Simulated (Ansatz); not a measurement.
**Energy profile**

The step: CH₄Mg ([CH3][MgH]) + H₂S → CH₄MgS ([CH3][Mg][SH]) + H₂; bonds formed: H2–H4; dative contacts that become bonds: Mg1–S5; bonds broken: Mg1–H2, H4–S5 (atoms numbered as in the saddle structure below).

Mg1  (-0.255, 0.413, 0.019)
H2  (-0.699, 1.933, -0.847)
C3  (0.241, -0.645, 1.736)
H4  (-0.668, 1.090, -1.862)
S5  (-0.467, -0.249, -2.511)
H6  (1.320, -0.814, 1.805)
H7  (-0.062, -0.116, 2.646)
H8  (-0.240, -1.628, 1.752)
H9  (0.830, 0.017, -2.737)
(Å)

Electronic energies by CCSD(T) at an estimated basis limit (MP2 extrapolated from triple and quadruple zeta, plus CCSD(T) − MP2 in triple zeta), on PBE0-D4/def2-TZVP structures; CH6MgS, singlet; no counterpoise correction. Program: Ansatz 0.2.0. Basis: def2-TZVPP and def2-QZVPP. Cores are frozen in the correlated methods. The outer core shell of Li, Na, Mg and K is correlated. The def2 sets are not built for correlating such inner shells, so the correlated values are less sure here. Extrapolation: Hartree–Fock as exp(−7.88 √X), correlation as X^−2.97.

Question: Give the profile in kcal/mol, counted from the separated reactants. (An estimate is asked for; the value comes from the calculation.)

Answer: Computed:
| point | kcal/mol |
| --- | --- |
| separated: CH4Mg (linked as [CH3][MgH]; Mg1, H2, C3, H6, H7, H8; singlet) + H2S (H4, S5, H9; singlet) | 0.00 |
| start structure | -8.34 |
| saddle | -1.19 |
| end structure | -31.04 |
| separated: CH4MgS (linked as [CH3][Mg][SH]; Mg1, C3, S5, H6, H7, H8, H9; singlet) + H2 (H2, H4; singlet) | -29.41 |
The saddle lies below the separated reactants: the barrier is submerged.

The T1 diagnostic stays at or below 0.011.

For scale, one of the runs: CCSD(T)/def2-TZVPP, 189 basis functions, launched by `ansatz run in.yaml --threads 2 --pin off --events-out ev --progress --plain --max-ram 4352MiB`. Hardware: 2 CPU threads of an Intel Xeon 6975P-C, shared host. Wall time 22 s; peak host memory 2.3 GiB.
